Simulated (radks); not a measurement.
Results of a calculation; reference values are marked as such.
Valence configurations of the promethium ion Pm+ (all share [Xe]). Code: a radial shooting solver on a logarithmic mesh with Libxc functionals. Model: scalar-relativistic Kohn-Sham, PBE, spin-polarised, spherical densities, point nucleus; open shells are filled with parallel spins first (spin-orbit coupling, left out, can overturn this in heavy ions). Energies are relative to 4f5 6s1; eigenvalues in eV for spin up.

\begin{tabular}{lrrrrrr}
valence & E (eV) & moment (Bohr magnetons) & e(4f) & e(5d) & e(6p) & e(6s) \\ \hline
4f5 6s1 & 0.000 & 6 & -9.204 & - & - & -8.683 \\
4f3 6s1 6p2 & 22.313 & 6 & -28.323 & - & -8.737 & -13.025 \\
4f1 5d2 6s1 6p2 & 59.963 & 6 & -43.338 & -18.650 & -9.168 & -14.000 \\
4f5 5d1 & 1.149 & 6 & -7.400 & -6.473 & - & - \\
4f6 & 1.662 & 6 & -3.701 & - & - & - \\
4f4.5 5d1 6p0.5 & 3.208 & 6 & -11.403 & -8.162 & -5.690 & - \\
4f5 6p1 & 3.118 & 6 & -10.358 & - & -6.199 & - \\
4f4 6s2 & 4.329 & 4 & -17.083 & - & - & -9.912 \\
4f4 5d1 6s1 & 3.533 & 6 & -14.711 & -9.109 & - & -9.378 \\
4f3 5d2 6s1 & 11.559 & 6 & -21.003 & -10.535 & - & -9.928 \\
\end{tabular}

NIST lists [Xe] 4f5 6s1 as the ground configuration; this level of theory agrees among the configurations tried. The energies are those of spherical high-spin densities, not of single terms.
